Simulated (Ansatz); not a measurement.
Mulliken charges of CH₅ClOSSi (`OC(Cl)[SiH2]S`) from PBE/def2-TZVPP in Ansatz (PBE0-D4/def2-TZVP geometry).

```json
{"atom": "O1", "x (Å)": "0.506", "y (Å)": "0.714", "z (Å)": "1.626", "charge (e)": "-0.241"}
{"atom": "C2", "x (Å)": "0.635", "y (Å)": "-0.380", "z (Å)": "0.811", "charge (e)": "0.039"}
{"atom": "Cl3", "x (Å)": "2.159", "y (Å)": "-0.294", "z (Å)": "-0.213", "charge (e)": "-0.173"}
{"atom": "Si4", "x (Å)": "-0.790", "y (Å)": "-0.566", "z (Å)": "-0.437", "charge (e)": "0.254"}
{"atom": "S5", "x (Å)": "-1.032", "y (Å)": "1.370", "z (Å)": "-1.304", "charge (e)": "-0.263"}
{"atom": "H6", "x (Å)": "0.177", "y (Å)": "1.454", "z (Å)": "1.094", "charge (e)": "0.194"}
{"atom": "H7", "x (Å)": "0.793", "y (Å)": "-1.254", "z (Å)": "1.444", "charge (e)": "0.131"}
{"atom": "H8", "x (Å)": "-0.491", "y (Å)": "-1.625", "z (Å)": "-1.427", "charge (e)": "-0.033"}
{"atom": "H9", "x (Å)": "-2.065", "y (Å)": "-0.829", "z (Å)": "0.275", "charge (e)": "-0.046"}
{"atom": "H10", "x (Å)": "0.192", "y (Å)": "1.358", "z (Å)": "-1.866", "charge (e)": "0.138"}
```

Problem. By hand: the dipole of these point charges (1 e Å = 4.8032 D).

Solution. Σ q r = (-0.124, -0.243, 0.087) e Å, of length 0.286 e Å = 1.37 D.

Problem. How does the dipole of the full density compare? (Estimate.)

Solution. The calculation gave: (-0.219, -0.089, -0.065) e Å, 1.18 D; the point charges give 1.16 times that, at 52° from its direction.

Point charges leave out the atoms' own dipoles, such as those of lone pairs, and Mulliken's split depends on the basis, so the two needn't agree.
